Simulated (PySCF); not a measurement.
Ligand exchange on a metal centre used in film growth or etching (Cd CH3-Br). Gas-phase values, no solvent. One relaxed conformer stands for each flexible species; it need not be the lowest.

The HOMO–LUMO gap from two functionals at the same geometries (PBE-D3(BJ)/def2-SVP), both in PySCF: PBE-D3(BJ)/def2-TZVP and TPSSh-D3(BJ)/def2-TZVP. 

| species | PBE-D3(BJ)/def2-TZVP (eV) |
|---|---|
| 0 of 2 CH3 replaced by Br ([Cd(CH3)2]) | 5.08 |
| 1 of 2 CH3 replaced by Br | 4.80 |
| 2 of 2 CH3 replaced by Br ([Cd(Br)2]) | 3.90 |

Task: What does TPSSh-D3(BJ)/def2-TZVP give for each?

Result: 
- 0 of 2 CH3 replaced by Br ([Cd(CH3)2]): 5.94
- 1 of 2 CH3 replaced by Br: 5.85
- 2 of 2 CH3 replaced by Br ([Cd(Br)2]): 4.95
Over these rows, drawn at random from the members with no instability flagged (it was tested for open shells, ions and some series alone), PBE minus TPSSh-D3(BJ): mean -0.99 eV, from -1.06 eV to -0.86 eV.
